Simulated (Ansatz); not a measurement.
Born–Oppenheimer molecular dynamics of H10Si4 (14 atoms, charge 0, multiplicity 1). It starts from a relaxed structure.

These are results of RKS B3LYP-D4/6-31G* (Ansatz), not measurements.

```json
{"ensemble": "NVT, Nosé–Hoover chain", "time step": "3 fs", "steps asked": "40", "set temperature": "300 K", "thermostat": "time constant 50 fs, chain length 1", "seed": "752869"}
```

First frame:

```xyz
14
Properties=species:S:1:pos:R:3
Si 0.014 -0.078 0.018
H 0.043 -0.258 1.501
Si 2.221 0.057 -0.774
H 3.000 -1.151 -0.385
H 2.214 0.152 -2.260
H 2.911 1.261 -0.232
Si -1.149 1.901 -0.481
H -2.573 1.807 -0.052
H -0.526 3.070 0.200
H -1.119 2.143 -1.950
Si -1.076 -1.922 -0.947
H -2.455 -2.068 -0.405
H -1.169 -1.731 -2.421
H -0.326 -3.182 -0.684
```

(1) How far do the bonds stretch over the last three quarters of this one trajectory? (Pairs bonded in most of those frames.)

## Answers

(1) 
```json
{"bond": "Si1–H2", "mean (Å)": "1.502", "spread (Å)": "0.061", "shortest": "1.40", "longest": "1.59"}
{"bond": "Si1–Si3", "mean (Å)": "2.360", "spread (Å)": "0.026", "shortest": "2.32", "longest": "2.41"}
{"bond": "Si1–Si7", "mean (Å)": "2.353", "spread (Å)": "0.028", "shortest": "2.31", "longest": "2.39"}
{"bond": "Si1–Si11", "mean (Å)": "2.351", "spread (Å)": "0.030", "shortest": "2.31", "longest": "2.40"}
{"bond": "Si3–H4", "mean (Å)": "1.490", "spread (Å)": "0.008", "shortest": "1.47", "longest": "1.50"}
{"bond": "Si3–H5", "mean (Å)": "1.504", "spread (Å)": "0.085", "shortest": "1.37", "longest": "1.64"}
{"bond": "Si3–H6", "mean (Å)": "1.494", "spread (Å)": "0.039", "shortest": "1.43", "longest": "1.55"}
{"bond": "Si7–H8", "mean (Å)": "1.500", "spread (Å)": "0.063", "shortest": "1.40", "longest": "1.60"}
{"bond": "Si7–H9", "mean (Å)": "1.498", "spread (Å)": "0.037", "shortest": "1.44", "longest": "1.56"}
{"bond": "Si7–H10", "mean (Å)": "1.495", "spread (Å)": "0.017", "shortest": "1.47", "longest": "1.52"}
{"bond": "Si11–H12", "mean (Å)": "1.494", "spread (Å)": "0.012", "shortest": "1.47", "longest": "1.51"}
{"bond": "Si11–H13", "mean (Å)": "1.494", "spread (Å)": "0.026", "shortest": "1.45", "longest": "1.54"}
{"bond": "Si11–H14", "mean (Å)": "1.493", "spread (Å)": "0.024", "shortest": "1.46", "longest": "1.55"}
```

Mean temperature of the second half: 297 K. The conserved energy wandered by up to 13.9 meV per atom (net 8.3 meV per atom), which is poor conservation. A step of 3 fs is long for free X–H stretches (periods near 10 fs) and can bias their spread and the temperature. A run of 0.12 ps of so small a system gives no equilibrium averages.

Time of the run: 2.1 min on 2 threads of Arm Neoverse V2, on a shared host, peak memory 0.22 GiB.
